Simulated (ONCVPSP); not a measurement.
**Building the ONCV potential for Se (Z = 34) (BLYP, scalar-relativistic).**

- Element: Se
- Generator: ONCVPSP 4.0.1
- Type: optimised norm-conserving Vanderbilt (ONCV)
- Functional: BLYP
- Relativity: scalar-relativistic
- Frozen core: [Ar] 3d10
- Valence charge: 6
- Reference configuration: 4s2 4p2.5 (charge +1.5)
- Partial waves: 4s: rc 1.50 bohr, ncon 4, nbas 7, qcut 3.8 1/bohr, 1 projector; 4p: rc 1.45 bohr, ncon 4, nbas 7, qcut 6.1 1/bohr, local; d scattering state at 0.37 Ha: rc 1.55 bohr, ncon 4, nbas 7, qcut 7 1/bohr, 2 projectors, debl 2.2 Ha
- Local potential: the p channel
- Core correction: polynomial model core, fcfact 1.1

* Cutoffs needed: 39 Ha and 51 Ha (the cutoffs (Ha) at which the residual kinetic energy of the hardest occupied pseudo-wave falls to 1 and 0.1 mHa per electron)
* Ghost test: ghosts flagged at negative energy: d at -186.8 eV; GHOST(+) flagged for s at 321.6 eV; a true bound ghost makes a file unfit for plane-wave use
* Largest excitation error: -3.3 meV (all-electron minus pseudo) for 4s1 4p4, out of 4 test configurations
* rms error of d²Exc/dni dnj: 7.43 mHa without and 0.33 mHa with the model core
